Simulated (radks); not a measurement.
Q: Radial electron density D(r) = 4 pi r^2 rho(r) of an atom or ion with 49 electrons. Method: Dirac Kohn-Sham, relativistic LDA (MacDonald-Vosko exchange, VWN5 correlation), spin-unpolarised, spherical densities, finite nucleus; Fermi nuclear charge, rms radius of each element as measured or else 0.836 A^(1/3) + 0.57 fm; computed with a radial shooting solver on a logarithmic mesh with Libxc functionals.

r (bohr),D(r) (e/bohr)
0.0009681,1.711
0.001281,2.782
0.001708,4.535
0.002261,7.190
0.002991,11.19
0.003989,17.19
0.005278,25.26
0.006984,35.55
0.009315,47.67
0.01232,58.93
0.01631,66.54
0.02175,67.69
0.02878,63.03
0.03808,59.18
0.05079,64.98
0.0672,79.29
0.08891,86.40
0.1186,74.37
0.1569,61.41
0.2076,67.50
0.2769,69.96
0.3664,45.24
0.4847,24.13
0.6465,25.63
0.8554,24.02
1.132,13.08
1.51,5.289
1.997,2.536
2.643,1.069
3.525,0.2280
4.664,0.01973
6.171,0.0005137

What is the nuclear charge?

A: Z = 52. The innermost maximum, from 1s, lies near gamma/Z bohr with gamma = sqrt(1 - (Z/c)^2) = 0.925, here 0.0178 bohr (found: 0.0196), and its height grows with Z. The density is that of the tellurium ion Te3+ in [Kr] 4d10 5s1 5p(1/2: 2, 3/2: 0); the configuration itself is not fixed sharply by these data, and Z only to a few units. D(r) has 4 maxima, at r = 0.0196, 0.0861, 0.250, 0.723 bohr, and minima at 0.0384, 0.165, 0.529 bohr, inside which lie 2.03, 11.24, 28.98 electrons.
